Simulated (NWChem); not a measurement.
MoSOF₂; SMILES [O]=[Mo]([F])([F])=[S]

```xyz
5

Mo     0.0265    -0.1911     0.0000
O      1.6155    -0.6590     0.0000
S      0.0023     1.9086     0.0000
F     -0.7872    -0.7962     1.5270
F     -0.7872    -0.7962    -1.5270
```
Atoms are numbered in this order, from 1.

Level: PBE0/def2-SVP with def2 effective core potentials on Mo (NWChem), optimised geometry, unscaled harmonic frequencies. def2 effective core potentials on Mo; no spin-orbit coupling.

| frequency (cm⁻¹) | IR intensity (km/mol) |
|---|---|
| 179 | 7.7 |
| 196 | 1.6 |
| 217 | 3.8 |
| 257 | 8.9 |
| 301 | 1.7 |
| 595 | 40.5 |
| 717 | 132.3 |
| 742 | 132.6 |
| 1079 | 169.8 |

```
Property                                                                           Result
-----------------------------------------------------------------------  ----------------
zero-point energy                                                            6.1 kcal/mol
thermal correction to the enthalpy at 298.15 K (with zero-point energy)     10.4 kcal/mol
heat capacity Cv                                                         17.8 cal/(mol K)
entropy at 298.15 K and 1 atm (symmetry number 1)                        79.5 cal/(mol K)
```

Rigid rotor and harmonic oscillator.
